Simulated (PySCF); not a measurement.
Compound: C4H7FN2Si.
SMILES: `c1c(n([SiH2]C)cn1)F`

A PySCF run (density fitting, gas phase, GFN2-xTB geometry) gave HOMO -6.68 eV, LUMO 0.13 eV, dipole 3.70 D.

Task: Which of these levels was it?
A. PBE0/def2-SVPD
B. wB97X-D/MINI
C. PBE0/pcSseg-1

Result: A. It is PBE0/def2-SVPD. All candidates on this geometry:

```csv
level and settings,kind,basis functions,SCF cycles,E (Eh),HOMO (eV),LUMO (eV),dipole (D)
PBE0/def2-SVPD,global hybrid,223,14,-654.6254,-6.68,0.13,3.70
PBE0/pcSseg-1,global hybrid,178,14,-654.9139,-6.65,0.32,3.76
"wB97X-D/MINI, fitting basis def2-qzvpp-jkfit, start guess huckel",range-separated hybrid,51,12,-651.0106,-10.37,0.84,4.11
```

The nearest other candidate, by the summed differences of HOMO and LUMO, is PBE0/pcSseg-1: its HOMO differs by +0.03 eV and its LUMO by +0.19 eV. wB97X-D ran without the empirical dispersion term, which would shift the total energy alone. Cycle counts include a coarse-grid stage where the run had one.

Shape of the structure used: `[CH3:1][SiH2:2][n:3]1[cH:4][n:5][cH:6][c:7]1[F:8]`: C1–Si2–N3–C4 124°.
